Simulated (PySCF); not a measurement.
**Configurations of LaN**

Unrestricted PBE0; basis La x2c-SVPall, N x2c-SVPall; spin-free X2C with a Gaussian nucleus; PySCF 2.14. The search starts from ions with several 4f fillings and holds each by maximum overlap.

The lowest solution has 2Ms+1 = 1, about 0.1 4f electrons, near 1.80 Å.

Solutions at the starting distance of 2.070 Å, counted from the lowest; the search is not exhaustive:

| 2Ms+1 | 4f population | E (eV) | ⟨S²⟩ | ⟨Lz²⟩ | μ (D) |
| --- | --- | --- | --- | --- | --- |
| 1 | 0.11 | 0.00 | 0.00 | 0.0 | -8.28 |
| 3 | 0.13 | 0.39 | 2.01 | 0.0 | -4.16 |
| 1 | 0.13 | 0.61 | 1.02 | 1.1 | -4.33 |
| 3 | 0.11 | 1.11 | 2.01 | 4.0 | -7.40 |
| 3 | 0.15 | 1.79 | 2.02 | 1.0 | -4.18 |
| 5 | 0.10 | 2.42 | 6.01 | 5.0 | -2.26 |
| 5 | 0.12 | 3.13 | 6.01 | 2.1 | -0.10 |
| 5 | 0.13 | 3.31 | 6.01 | 2.2 | -0.19 |

Partly filled real f orbitals mix terms, so no term symbols are given. A positive dipole means La(−)N(+).

Spin–orbit coupling is left out. Counting both spins, an empty level lies below a filled one in some of these solutions, because spin and occupation are held.
